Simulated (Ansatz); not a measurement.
Geometry optimisation, UKS PBE-D4/6-31G* (Ansatz).

Input:

```yaml
crystal:
  periodic: [false, false, false]
  atoms:
    - { symbol: F, position_ang: [1.72261, -1.68047, 1.25173] }
    - { symbol: Si, position_ang: [0.37697, -0.86104, 1.30213] }
    - { symbol: "N", position_ang: [-0.02708, 0.02281, -0.01742] }
    - { symbol: Si, position_ang: [-0.47619, 0.93326, -1.32298] }
    - { symbol: H, position_ang: [0.81231, -0.58958, -0.06224] }
    - { symbol: H, position_ang: [-1.65237, 1.78235, -1.2387] }
    - { symbol: H, position_ang: [0.30089, 0.88309, -2.54945] }
total_charge: 1
magnetization:
  spin_polarized: true
basis:
  gaussian: { orbitals: "6-31G*" }
hamiltonian:
  xc: pbe
  dispersion: d4
relax:
  f_tol: 0.02
  max_steps: 50
```

Command:

```bash
$ ansatz run input.yaml --threads 2 --pin off --max-ram 3072MiB --backend cpu --events-out ev --progress --plain --runs-dir out
```

Question: Where does it end, and by what steps?

Answer: It converged. After 9 steps the energy has fallen by 3.295 eV; H5 moved furthest, 0.78 Å. The start is strongly strained (largest force component 11 eV/Å), so its close contacts needn't be bonds. Parted: Si2–H5 (1.46 → 2.51 Å).

```tsv
step	energy less start (eV)	largest force component (eV/Å)	accepted
0	0.0000	10.705	yes
1	-1.3400	6.332	yes
2	-2.5236	1.806	yes
3	-2.9109	1.300	yes
4	-3.1373	0.782	yes
5	-3.2328	0.450	yes
6	-3.2901	0.159	yes
7	-3.2842	0.322	no
8	-3.2936	0.117	yes
9	-3.2947	0.011	yes
```

```xyz
7
Properties=species:S:1:pos:R:3
F 1.290 -1.611 1.632
Si 0.055 -0.575 1.510
N 0.425 -0.170 -0.312
Si -0.404 0.872 -1.317
H 1.242 -0.669 -0.703
H -1.571 1.569 -0.723
H 0.021 1.074 -2.725
```

Whether the end is a true minimum wasn't checked by a vibrational analysis.

The run took 26 s on 2 threads of Arm Neoverse V1, with other jobs on the host, peak memory 0.18 GiB.
